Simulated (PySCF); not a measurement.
**Working out the ionisation energy of Ru⁺**

Ru⁺ [Kr] 4d7 (4F) → Ru²⁺ [Kr] 4d6 (5D). Calculation: PySCF 2.14, in aug-cc-pVTZ-PP with ECP28MDF; scalar relativity through the core potential. Frozen: 4s2 4p6. Energies in hartree (1 hartree = 27.21139 eV):

```csv
part,Ru⁺ (lower),Ru²⁺ (upper)
UHF,-93.584535,-93.037709
CCSD correlation,-0.162969,-0.112971
(T),-0.005600,-0.002334
```

Problem. What does Hartree-Fock give?

Solution. (-93.037709) − (-93.584535) = 0.546826 hartree = 14.880 eV.

Problem. What do CCSD and CCSD(T) give?

Solution. The CCSD correlation energies differ by 0.049998 hartree = 1.361 eV and the triples by 0.003266 hartree = 0.089 eV, so CCSD gives 16.241 eV and CCSD(T) 16.330 eV.

Reference: 16.76 ± 0.06 eV (semi-empirical (NIST evaluation); NIST Atomic Spectra Database, ionization energies), between the lowest levels; spin-orbit coupling is absent from the calculation.

What remains against the reference includes basis incompleteness, the frozen core and higher excitations.
